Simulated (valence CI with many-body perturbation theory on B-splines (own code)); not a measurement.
**E1 transitions of Ir⁷⁰⁺**

Level of theory: relativistic CI+MBPT: five valence electrons over a frozen Dirac-Fock core [He], a basis of 11 s, 11 p, 10 d, 8 f, 5 g, 2 h functions for each j, with the one-electron correlation potential Σ1 (screened to all orders), the two-electron term Σ2, the three-electron term Σ3, Breit, model QED; selected single and double excitations, second order for the rest, scaled by the run's own slope (own B-spline code, finite nucleus).

No measured spectrum was set against this ion. As an estimate, large intervals hold to a few tenths of a per cent, small ones and those within an open d or f shell to about a per cent. Among the levels kept, up to 7600 cm⁻¹ of a level comes from second order outside the variational space, and about a tenth of that is noise between levels of different J, which matters for small intervals.

Lines 1 to 50 of 600 in falling wavelength, among levels below 14415 eV, chosen from the strongest by gf and those to the six lowest levels. Wavelengths and rates use the calculated energies. Electric multipoles are in the length gauge with retardation, E1 and E2 with the static RPA response of the core. Weak lines are less certain than strong ones. Lines between different terms over intervals too small for the method are left out, as are lines whose strength nearly cancels. The highest levels of a list are the least certain.

Levels are named by their leading jj configuration (3d3/2^4 stands for four electrons in 3d with j = 3/2), which in mixed levels can hold well under half, so a name can repeat and another be missing. Letters in brackets count levels of one name in rising energy.

```csv
λ vac (nm),Upper,Lower,A (s⁻¹),S (a.u.)
27.88,(2s^2 2p1/2^2 4f7/2) J=7/2,(2s^2 2p1/2^2 4d5/2) J=5/2,1.98e+09,1.70e-01
15.94,(2s^2 2p1/2^2 4f5/2) J=5/2,(2s^2 2p1/2^2 4d3/2) J=3/2,9.88e+09,1.19e-01
12.97,(2s^2 2p1/2^2 4d5/2) J=5/2,(2s^2 2p1/2^2 4p3/2) J=3/2,3.07e+10,1.98e-01
7.812,(2s 2p1/2 2p3/2^2 3p1/2) J=5/2 [b],(2s 2p1/2 2p3/2^2 3s) J=7/2,2.45e+10,3.46e-02
5.631,(2s^2 2p3/2^2 3d5/2) J=5/2 [a],(2s^2 2p3/2^2 3p3/2) J=3/2 [a],4.47e+10,2.36e-02
5.613,(2s 2p1/2 2p3/2^2 3d5/2) J=5/2 [e],(2s 2p1/2 2p3/2^2 3p3/2) J=3/2 [f],5.72e+10,2.99e-02
5.602,(2s 2p1/2^2 2p3/2 3d5/2) J=5/2 [a],(2s 2p1/2^2 2p3/2 3p3/2) J=5/2 [a],3.28e+10,1.71e-02
5.588,(2s 2p1/2 2p3/2^2 3d5/2) J=7/2 [b],(2s 2p1/2 2p3/2^2 3p3/2) J=5/2 [b],4.57e+10,3.15e-02
5.525,(2s 2p1/2^2 2p3/2 3d5/2) J=9/2,(2s 2p1/2^2 2p3/2 3p3/2) J=7/2,9.70e+10,8.07e-02
5.508,(2s 2p1/2 2p3/2^2 3d5/2) J=7/2 [e],(2s 2p1/2 2p3/2^2 3p3/2) J=5/2 [e],7.91e+10,5.22e-02
5.481,(2s 2p1/2^2 2p3/2 3d5/2) J=3/2 [b],(2s 2p1/2^2 2p3/2 3p3/2) J=1/2 [b],6.77e+10,2.20e-02
5.477,(2s 2p1/2 2p3/2^2 3d5/2) J=11/2,(2s 2p1/2 2p3/2^2 3p3/2) J=9/2,9.93e+10,9.66e-02
5.473,(2s 2p1/2 2p3/2^2 3d5/2) J=9/2 [a],(2s 2p1/2 2p3/2^2 3p3/2) J=7/2 [a],9.27e+10,7.50e-02
5.444,(2s 2p1/2^2 2p3/2 3d5/2) J=7/2 [a],(2s 2p1/2^2 2p3/2 3p3/2) J=5/2 [a],8.12e+10,5.17e-02
5.426,(2s 2p1/2 2p3/2^2 3d5/2) J=9/2 [b],(2s 2p1/2 2p3/2^2 3p3/2) J=7/2 [b],7.66e+10,6.04e-02
5.426,(2s 2p1/2 2p3/2^2 3d5/2) J=7/2 [a],(2s 2p1/2 2p3/2^2 3p3/2) J=5/2 [a],6.77e+10,4.27e-02
5.419,(2s^2 2p1/2 2p3/2 3d5/2) J=7/2 [a],(2s^2 2p1/2 2p3/2 3p3/2) J=5/2 [a],8.38e+10,5.27e-02
5.409,(2s 2p1/2^2 2p3/2 3d5/2) J=5/2 [b],(2s 2p1/2^2 2p3/2 3p3/2) J=3/2 [b],8.39e+10,3.93e-02
5.407,(2s 2p1/2 2p3/2^2 3d5/2) J=5/2 [c],(2s 2p1/2 2p3/2^2 3p3/2) J=3/2 [d],6.85e+10,3.21e-02
5.405,(2s^2 2p3/2^2 3d5/2) J=7/2,(2s^2 2p3/2^2 3p3/2) J=5/2,6.33e+10,3.95e-02
5.404,(2s^2 2p1/2 2p3/2 3d5/2) J=7/2 [b],(2s^2 2p1/2 2p3/2 3p3/2) J=5/2 [b],7.60e+10,4.74e-02
5.403,(2s^2 2p1/2 2p3/2 3d5/2) J=5/2 [b],(2s^2 2p1/2 2p3/2 3p3/2) J=3/2 [b],5.06e+10,2.37e-02
5.392,(2s 2p1/2 2p3/2^2 3d5/2) J=7/2 [c],(2s 2p1/2 2p3/2^2 3p3/2) J=5/2 [c],8.82e+10,5.46e-02
5.386,(2s^2 2p3/2^2 3d5/2) J=9/2,(2s^2 2p3/2^2 3p3/2) J=7/2,8.38e+10,6.46e-02
5.380,(2s 2p1/2 2p3/2^2 3d5/2) J=9/2 [b],(2s 2p1/2 2p3/2^2 3p3/2) J=9/2,2.18e+10,1.67e-02
5.367,(2s^2 2p3/2^2 3d5/2) J=5/2 [b],(2s^2 2p3/2^2 3p3/2) J=3/2 [b],8.32e+10,3.81e-02
5.363,(2s 2p1/2 2p3/2^2 3d5/2) J=7/2 [d],(2s 2p1/2 2p3/2^2 3p3/2) J=5/2 [d],8.03e+10,4.89e-02
5.353,(2s 2p1/2^2 2p3/2 3d5/2) J=7/2 [b],(2s 2p1/2^2 2p3/2 3p3/2) J=5/2 [b],1.02e+11,6.19e-02
5.317,(2s^2 2p1/2 2p3/2 3d5/2) J=9/2,(2s^2 2p1/2 2p3/2 3p3/2) J=7/2,1.01e+11,7.48e-02
5.312,(2s^2 2p1/2^2 3d5/2) J=5/2,(2s^2 2p1/2^2 3p3/2) J=3/2,1.02e+11,4.54e-02
5.311,(2s 2p1/2 2p3/2^2 3d5/2) J=5/2 [b],(2s 2p1/2 2p3/2^2 3p3/2) J=3/2 [c],9.85e+10,4.37e-02
5.289,(2s 2p1/2 2p3/2^2 3d5/2) J=9/2 [c],(2s 2p1/2 2p3/2^2 3p3/2) J=7/2 [c],1.05e+11,7.66e-02
5.289,(2s 2p1/2 2p3/2^2 3d5/2) J=3/2 [d],(2s 2p1/2 2p3/2^2 3p3/2) J=1/2 [c],6.86e+10,2.00e-02
5.285,(2s 2p1/2 2p3/2^2 3d5/2) J=5/2 [a],(2s 2p1/2 2p3/2^2 3p3/2) J=5/2 [b],5.09e+10,2.23e-02
5.239,(2s 2p1/2 2p3/2^2 3d5/2) J=5/2 [d],(2s 2p1/2 2p3/2^2 3p3/2) J=3/2 [e],7.66e+10,3.26e-02
5.154,(2s 2p1/2^2 2p3/2 3d5/2) J=5/2 [a],(2s 2p1/2^2 2p3/2 3p3/2) J=3/2 [a],6.81e+10,2.76e-02
5.133,(2s^2 2p1/2 2p3/2 3d5/2) J=5/2 [a],(2s^2 2p1/2 2p3/2 3p3/2) J=3/2 [a],7.47e+10,2.99e-02
5.080,(2s^2 2p1/2 2p3/2 3d5/2) J=3/2 [a],(2s^2 2p1/2 2p3/2 3p3/2) J=1/2 [a],6.40e+10,1.66e-02
5.007,(2s^2 2p1/2^2 4d3/2) J=3/2,(2s^2 2p1/2^2 4p1/2) J=1/2,4.32e+11,1.07e-01
4.848,(2s 2p1/2 2p3/2^2 3d5/2) J=3/2 [c],(2s 2p1/2 2p3/2^2 3p3/2) J=1/2 [b],6.86e+10,1.54e-02
4.837,(2s^2 2p1/2^2 4p3/2) J=3/2,(2s^2 2p1/2^2 4s) J=1/2,5.63e+11,1.26e-01
4.798,(2s 2p1/2^2 2p3/2 3d5/2) J=3/2 [a],(2s 2p1/2^2 2p3/2 3p3/2) J=3/2 [a],6.80e+10,1.48e-02
4.708,(2s 2p1/2 2p3/2^2 3d5/2) J=7/2 [b],(2s 2p1/2 2p3/2^2 3p3/2) J=7/2 [b],5.57e+10,2.29e-02
4.521,(2s^2 2p3/2^2 3d5/2) J=5/2 [a],(2s^2 2p3/2^2 3p3/2) J=5/2,6.27e+10,1.72e-02
4.129,(2s 2p1/2 2p3/2^2 3p3/2) J=9/2,(2s^2 2p3/2^2 3p3/2) J=7/2,5.64e+10,1.96e-02
3.772,(2s 2p1/2^2 2p3/2 3p3/2) J=7/2,(2s^2 2p1/2 2p3/2 3p3/2) J=5/2 [a],6.56e+10,1.39e-02
3.581,(2s 2p1/2^2 2p3/2^2) J=5/2,(2s^2 2p1/2 2p3/2^2) J=5/2,2.26e+10,3.07e-03
3.474,(2p1/2^2 2p3/2^2 3p3/2) J=7/2,(2s 2p1/2 2p3/2^2 3p3/2) J=5/2 [c],9.07e+10,1.50e-02
3.357,(2s 2p1/2^2 2p3/2^2) J=5/2,(2s^2 2p1/2 2p3/2^2) J=3/2,3.43e+10,3.85e-03
3.083,(2s 2p1/2^2 2p3/2^2) J=1/2,(2s^2 2p1/2 2p3/2^2) J=1/2,7.89e+10,2.28e-03
```
